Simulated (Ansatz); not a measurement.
```yaml
atoms:
  - { symbol: Li, position_ang: [1.0795, 0.0282, 0.0626] }
  - { symbol: Li, position_ang: [-1.0326, 0.0916, -0.0133] }
  - { symbol: F, position_ang: [0.0430, 1.4089, 0.0254] }
  - { symbol: F, position_ang: [-0.0664, -1.3672, -0.0135] }
```

Basis set: 6-31G (spherical functions). Left uncorrelated: 2 orbitals. Charge 0, multiplicity 1.

Computed with Ansatz (development build ahead of 0.2.0); each method stands on the lowest determinant of its kind that the runs found. Restricted open shells among the atoms or ions are ROHF, correlated in semicanonical orbitals with singles.

The atomization energy at this shape (free ground-state atoms in the same class of orbitals less the molecule, no zero-point energy) of singlet Li₂F₂:

```csv
method,atomization energy
RHF,10.12 eV
```

Q: What does RHF-MP2 give?

A: 13.13 eV.

This basis has no polarisation functions and is too small for such energies, which can lie far from measured ones in either direction.
